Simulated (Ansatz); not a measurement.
Stepwise reaction of `[OH][In]([OH])[Cl]` with hydrogen, as a gas-phase model of exchange steps in deposition or etching. ΔE in kJ/mol.

Calculated with Ansatz (gas phase, PBE0-D4/def2-TZVP geometries, no zero-point term in ΔE). CBS: MP2 limit from def2 TZ/QZ plus the TZ coupled-cluster correction, frozen cores. This one scheme is used for every species. Functionals use def2-TZVPP. B3LYP here is the variant with VWN-RPA as its local correlation; programs differ in this. def2 core potentials past Kr. For In outer-core shells are correlated without core-valence functions, which leaves a few kJ/mol of doubt a bond. One conformer a species, not always the lowest.

```
step                                   reaction  PBE-D4  B3LYP-D4  ωB97M-V  CCSD(T)/CBS
   2  `[OH][InH][Cl]` + H₂ → `[Cl][InH2]` + H₂O    16.4      14.2     10.7         17.4
```

Task: Give the row of step 1, `[OH][In]([OH])[Cl]` + H₂ → `[OH][InH][Cl]` + H₂O. (Best estimate.)

Result: The calculation gave: 
```json
{"step": "1", "reaction": "`[OH][In]([OH])[Cl]` + H₂ → `[OH][InH][Cl]` + H₂O", "PBE-D4": "-8.8", "B3LYP-D4": "-9.9", "ωB97M-V": "-13.5", "CCSD(T)/CBS": "-6.3"}
```

Task: By hand: ΔE of the 2 steps together at CCSD(T)/CBS.

Result: (-6.3) + (17.4) = 11.1 kJ/mol, or 5.5 kJ/mol a step.

In ΔE each step is higher than the one before. PBE-D4 differs from CCSD(T)/CBS by -2.5 to -1.0 kJ/mol a step. Isolated molecules leave out the surface, adducts and barriers. Largest T1 diagnostic: 0.016.
